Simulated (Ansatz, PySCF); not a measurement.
Gas-phase reaction (SMILES): [NH2][Al]([F])[F] + O (H2O) → [OH][Al]([F])[F] + N (NH3); water cleaves one Al-N bond, a model of a ligand-exchange step.

Each molecule is optimised on its own at B3LYP-D3(BJ)/def2-TZVP (Ansatz, a quantum-chemistry and plane-wave program), one conformer each, not searched for the lowest. Valence correlation only, unless marked. No spin-orbit coupling. Non-relativistic. CBS marks a two-point X^-3 extrapolation of the correlation energy; Hartree-Fock from the larger set (for Q and 5 zeta extrapolated as (X+1)exp(-9√X)). Thermal terms are rigid-rotor harmonic-oscillator values from B3LYP-D3(BJ) frequencies (Ansatz or PySCF) at 298.15 K and 1 atm. 1 Eh = 627.5095 kcal/mol.

```json
[
 {"species": "[NH2][Al]([F])[F]", "E, CCSD(T)/CBS(cc-pV(Q+d)Z,cc-pV(5+d)Z) (Ansatz) (Eh)": "-497.70886", "E, wB97X-V/def2-TZVPD (Ansatz) (Eh)": "-498.26976", "H - E (Eh)": "0.03710"},
 {"species": "O (H2O)", "E, CCSD(T)/CBS(cc-pV(Q+d)Z,cc-pV(5+d)Z) (Ansatz) (Eh)": "-76.37670", "E, wB97X-V/def2-TZVPD (Ansatz) (Eh)": "-76.43464", "H - E (Eh)": "0.02495"},
 {"species": "[OH][Al]([F])[F]", "E, CCSD(T)/CBS(cc-pV(Q+d)Z,cc-pV(5+d)Z) (Ansatz) (Eh)": "-517.59587", "E, wB97X-V/def2-TZVPD (Ansatz) (Eh)": "-518.15710", "H - E (Eh)": "0.02471"},
 {"species": "N (NH3)", "E, CCSD(T)/CBS(cc-pV(Q+d)Z,cc-pV(5+d)Z) (Ansatz) (Eh)": "-56.50471", "E, wB97X-V/def2-TZVPD (Ansatz) (Eh)": "-56.56167", "H - E (Eh)": "0.03799"}
]
```

Question: Work out ΔE and ΔH at 298.15 K at the first level, then ΔH at the second.

Answer: 
1. ΔE = [(-517.59587) + (-56.50471)] - [(-497.70886) + (-76.37670)] = -0.01502 Eh = -9.4 kcal/mol at CCSD(T)/CBS(cc-pV(Q+d)Z,cc-pV(5+d)Z).
2. The terms H - E add up to 0.00065 Eh, so ΔH = (-0.01502 + (0.00065))×627.5095 = -9.0 kcal/mol.
3. At wB97X-V/def2-TZVPD the same steps give ΔE = -9.0 and ΔH = -8.6 kcal/mol, a shift of +0.4 from the first level.
4. These values are not checked against measurement here, since the tables used lack a sound gas-phase enthalpy of formation for at least one species.
